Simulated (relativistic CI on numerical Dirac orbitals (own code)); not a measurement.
Calculated at this level of theory: Dirac-Coulomb-Breit CI, separate exchange-only KLI orbitals for each configuration, model QED (radiative potential, 1s self-energy scaled to tabulated hydrogen-like ionisation energies), unscaled Slater integrals (own radial code, finite nucleus).

The strongest absorption lines from the ground level of an ion, among the configurations computed and to levels below about 637 eV (vacuum wavelength in nm, gf): 1.9468 (0.28), 1.9510 (0.61), 1.9521 (0.68), 5.0303 (0.48), 5.3441 (1.9), 5.4980 (0.72), 5.6296 (1.2), 5.9430 (0.23).

Which ion is it?
A. Cs30+
B. Sb26+
C. In24+
D. Sb24+

B. Sb26+ has 25 electrons and the ground level 3s²3p⁶3d⁷ ⁴F9/2; the strongest line goes to 3s²3p⁵3d⁸ ⁴D°7/2. The pattern of lines fixes the number of electrons, and along that sequence the line energies rise steadily with the charge (about as its square where n changes within one kind of shell, about linearly where n is kept but much faster in heavy ions where fine structure, which grows about as Z⁴, sets the gap, and irregularly where shells cross), which fixes Z. Configurations outside the model, such as inner-shell arrays, can give stronger lines. At this charge energies of transitions that change n are usually good to better than 1 %, and those within a shell (Δn = 0) to a few per cent. Terms inside the open d or f shell come out 10 to 20 % too wide with unscaled integrals.

LS names give the leading component of a level, which can be under half, so a name can repeat, a term be missing and a line seem to break the LS rules.
